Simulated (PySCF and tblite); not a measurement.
The numbers below are computed, except where a source is named.
2 diastereomers of C7H8F4, numbered alike:

| isomer | SMILES | descriptors (one enantiomer) |
| --- | --- | --- |
| A | [F:1][C:2]([F:3])([F:4])[C@H:5]1[C@H:6]2[CH2:7][CH2:8][C@:9]1([F:10])[CH2:11]2 | 5S, 6S, 9S |
| B | [F:1][C:2]([F:3])([F:4])[C@@H:5]1[C@H:6]2[CH2:7][CH2:8][C@:9]1([F:10])[CH2:11]2 | 5R, 6S, 9S |

Each isomer is a Boltzmann average at 298.15 K over at most 4 conformers: GFN2-xTB geometries, energies PBE0/pcSseg-1 (D3(BJ) added where defined), GIAO shieldings PBE0/pcSseg-1, GFN2-xTB thermal terms. Programs: PySCF with density fitting and tblite.

Task: What shifts does each isomer give (ppm; of two unlike H on one atom, a is the less shielded)?

Result: 
A: ¹H (against TMS): 2.44 (H8a, 1H), 2.28 (H5, 1H), 2.25 (H6, 1H), 2.13 (H7a, 1H), 1.76 (H8b, 1H), 1.70 (H7b, 1H), 1.56 (H11a, 1H), 1.31 (H11b, 1H). ¹³C (against TMS): 134.2 (C2), 98.5 (C9), 54.3 (C5), 44.6 (C11), 30.9 (C6), 28.2 (C7), 27.8 (C8). ¹⁹F (against CFCl3): -80.5 (F1/F3/F4), -177.2 (F10).

B: ¹H (against TMS): 2.91 (H11a, 1H), 2.45 (H5, 1H), 2.30 (H6, 1H), 1.91 (H8a, 1H), 1.89 (H8b, 1H), 1.73 (H7a, 1H), 1.70 (H7b, 1H), 1.55 (H11b, 1H). ¹³C (against TMS): 135.9 (C2), 96.9 (C9), 60.4 (C5), 42.7 (C11), 32.7 (C8), 31.8 (C6), 30.7 (C7). ¹⁹F (against CFCl3): -77.7 (F1/F3/F4), -184.0 (F10).

Task: Which carbons tell the isomers apart best?

Result: C5: 54.3 in A, 60.4 in B; C8: 27.8 in A, 32.7 in B; C7: 28.2 in A, 30.7 in B ppm.

Unscaled ¹⁹F shifts at such levels can be off by tens of ppm; differences between conformers or isomers are more reliable. Shifts are unscaled: against experiment ¹³C can be off by 15 ppm or more and ¹H by 0.8 ppm.
